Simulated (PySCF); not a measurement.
# Two-component Hartree-Fock for Ho⁶³⁺ (holmium, charge +63)

Start: [He] 2s2. Calculated with PySCF 2.14 in an even-tempered Gaussian basis (17 s from 47 bohr⁻², ratio 2.4; 13 p from 60 bohr⁻², ratio 2.4; 5 d from 190 bohr⁻², ratio 2.6; 4 f from 280 bohr⁻², ratio 2.6): generalised Hartree-Fock with the X2C-1e Hamiltonian and a Gaussian nucleus; one run each with spin-orbit coupling (SO) switched off, then screened by Boettger's factors.

| spinor shell | electrons | ε, spin-free (eV) | ε, screened SO (eV) | weight of nominal j (screened SO) | rms radius, screened SO (bohr) |
| --- | --- | --- | --- | --- | --- |
| 1s1/2 | 2 | -63117.0 | -63117.0 | 1.000 | 0.0234 |
| 2s1/2 | 2 | -15467.8 | -15467.8 | 1.000 | 0.0907 |

| quantity | spin-free | screened SO |
| --- | --- | --- |
| E (hartree) | -5893.62562 | -5893.62562 |
| M_J | 0 | 0 |
| ⟨J²⟩ | 0.000 | 0.000 |
| ⟨L²⟩ | 0.000 | 0.000 |
| ⟨S²⟩ | 0.000 | 0.000 |

Breit and QED terms are absent; they matter most for the inner s and p1/2 levels.

Densities and radii are taken from the X2C orbitals without a picture-change correction, which distorts them close to the nucleus.

Without spin-orbit coupling the j labels of p, d and f shells carry no meaning; the spin-free column gives the mean over the occupied spinors of each nl shell.
